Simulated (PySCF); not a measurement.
TeHCl, SMILES Cl[TeH]. Heavy atoms are numbered as in [TeH:1][Cl:3]. Hydrogens are named by the atom that carries them.

The structure is a stationary point at B3LYP-D3(BJ)/def2-TZVP. The def2 effective core potentials stand for the cores of Te; spin–orbit coupling is left out.

All values below come from M06-2X/def2-TZVPD run with PySCF.

Mulliken values depend strongly on the basis, most of all with diffuse functions as here. ESP charges are fitted to the potential on shells at 1.4 to 2.0 van der Waals radii. Atomic charges (e), one atom of each kind:

| atom | Mulliken | ESP fit |
|---|---|---|
| Te1 (TeH) | 0.17 | ? |
| H on Te1 | 0.11 | ? |
| Cl3 | -0.28 | ? |

Task: What belongs in the gaps? (An estimate is asked for; the answer gives what the named calculation found.)

Result: 
- Te1 (TeH), ESP fit: 0.11
- H on Te1, ESP fit: 0.07
- Cl3, ESP fit: -0.17
